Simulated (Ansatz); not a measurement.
GeSe2, relaxed as a singlet with RKS r2SCAN-D4/def2-TZVP in Ansatz, starting from the GFN2-xTB geometry. Force threshold 0.02 eV/Å.

The structure comes from a short search, and lower isomers may exist.

Start:

```xyz
3

Ge   -0.202   -0.678    0.751
Se    1.771   -0.038   -0.267
Se   -1.569    0.716   -0.484
```

(1) Estimate the energy that the relaxation releases and the steps that it takes.

(2) Does the start keep its bonding and symmetry?

(3) Predict the relaxed structure.

Answers

(1) 43.9 kcal/mol, in 6 steps; 13 s on 4 threads of Arm Neoverse V2 on a shared host. No frequencies were taken in this run, so the end may be a saddle point.

(2) Bonds formed: Se2–Se3 (atoms count from 1). The end is the same structure that another start reached, the lowest one found. Point group C2v at the start, C2v at the end, both within 0.05 Å.

(3) 
Cartesian coordinates in Å:
```
Ge -0.260 -0.882 0.977
Se 1.313 0.175 -0.412
Se -1.053 0.707 -0.564
```
Bond lengths: 2 × Ge–Se 2.35 Å; 1 × Se–Se 2.43 Å.
